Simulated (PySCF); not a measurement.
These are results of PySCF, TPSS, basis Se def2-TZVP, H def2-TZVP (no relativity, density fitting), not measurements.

```xyz
5
charge 0 multiplicity 1, angstrom
Se    0.0000    0.0000   -0.0280
H     0.0000    1.6713    0.2509
H     0.0000   -1.6713    0.2509
H     1.1808    0.0000    0.8602
H    -1.1808    0.0000    0.8602
```

SeH₄ (singlet), along the line from Se1 (at 0) through H2 (at 1.694 Å).

**Question.** Tabulate the fields along this line at -0.59, -0.42, -0.25, -0.08, 0.17, 0.34, 0.51, 0.68, 0.85, 1.02, 1.19, 1.36, 1.53, 1.78, 1.95, 2.12, 2.29, 2.46, 2.63 Å.

**Answer.** 
| distance (Å) | electron density (e/Å³) | electron localisation function | electrostatic potential (V) |
| --- | --- | --- | --- |
| -0.59 | 2.44 | 0.173 | 63.4 |
| -0.42 | 12.9 | 0.588 | 140 |
| -0.25 | 76.6 | 0.74 | 452 |
| -0.08 | 1000 | 0.788 | 3190 |
| 0.17 | 139 | 0.278 | 1030 |
| 0.34 | 33.8 | 0.76 | 235 |
| 0.51 | 5.1 | 0.317 | 92.5 |
| 0.68 | 1.46 | 0.162 | 45.2 |
| 0.85 | 0.941 | 0.517 | 23.3 |
| 1.02 | 0.818 | 0.803 | 13 |
| 1.19 | 0.863 | 0.936 | 10.5 |
| 1.36 | 1.1 | 0.989 | 17.8 |
| 1.53 | 1.65 | 0.999 | 55.4 |
| 1.78 | 1.96 | 1 | 139 |
| 1.95 | 0.979 | 1 | 28.4 |
| 2.12 | 0.49 | 0.999 | 9.39 |
| 2.29 | 0.254 | 0.999 | 3.04 |
| 2.46 | 0.135 | 0.999 | 0.554 |
| 2.63 | 0.0741 | 0.998 | -0.444 |

On a grid of 0.08 Å the density has a local minimum along the bond near 1.02 Å from Se, at 0.82 e/Å³, where the ELF is 0.80.
